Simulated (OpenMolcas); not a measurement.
## V2+ in NaF: curves along the breathing mode

V2+ with its 6 nearest fluoride ions, on the Na site of NaF (a = 4.634 Å, distance in the model lattice 2.317 Å). The rest of the host is ab initio model potentials to 7.6 Å, with orthogonalisation functions on the cations behind the ligands, and point charges beyond; the distance is set by hand and nothing relaxes, and no local charge compensation is placed. Ligand basis ANO-RCC-VDZP.

```
Program             : OpenMolcas 26.06
Method              : CASSCF
Basis               : ANO-RCC-VDZP [5s4p2d1f]
Scalar Hamiltonian  : DKH2, point nucleus
Active space        : 3 electrons in 5 orbitals (3d)
State averaging     : 2S+1 = 4 even, 10 roots; 2S+1 = 2 even, 40 roots
Spin-orbit coupling : RASSI with atomic mean-field integrals over the reference wave functions
```

Spin-free energies (labels of O, the rotations of Oh) in cm-1 above the lowest fitted minimum, as all ligands move together:

```csv
R (Å),4A2,4T2,4T1,2E,2T1,2T2,2A1
2.032,120,13590,21430,16760,17570,23940,27500
2.08,240,12260,19630,16840,17670,23700,26210
2.128,1790,12530,19410,18350,19180,24890,26520
2.176,4520,14140,20530,21030,21860,27260,28160
2.224,8230,16870,22780,24700,25520,30610,30930
2.272,12780,20560,26010,29220,30030,34800,34660
2.32,18070,25090,30110,34470,35260,39720,39220
```

Cubic fits give the following; the wavenumber is harmonic, with the mass of all moving ligands, small differences in it between states hang on the degree of the fit, a number in brackets counts states of one label, and the table is a selection of at most 14 states with clean curves.

```csv
State,R0 (Å),Breathing mode (cm-1),Minimum (cm-1)
4A2,2.051,434,0
4T2,2.096,435,12210
4T1,2.112,425,19330
2E,2.052,433,16620
2T1,2.052,433,17440
2T2,2.063,429,23630
2A1,2.094,436,26160
2T2(2),2.096,436,29240
2T1(2),2.094,436,29790
4T1(2),2.121,445,30900
2E(2),2.094,436,31540
2T1(3),2.103,430,35430
2T1(4),2.136,435,41060
2T2(3),2.120,409,41280
```

The minimum of 4T2 is shifted by +0.0451 Å against 4A2 (from the unrounded fits). With M = 114.0 u for the moving shell, the Huang-Rhys factor in this mode is S = M ω ΔR² / 2ħ = 0.01483 × 114.0 × 434 × 0.0451² = 1.49. Only the first shell moves, against a rigid host.

Without dynamic correlation the repulsion within the d shell is too large (B by tens of per cent), so at a given field states of lower spin stand too high. Ligand-to-metal charge-transfer states are missing. With no ligand orbital active B as a rule stays too high, so bands that hang on it stand too high and its fall with covalency is understated. With metal d orbitals alone and no dynamic correlation 10Dq can be off by a tenth to a fifth, either way, in oxide and fluoride hosts. No measured value stands beside these numbers.
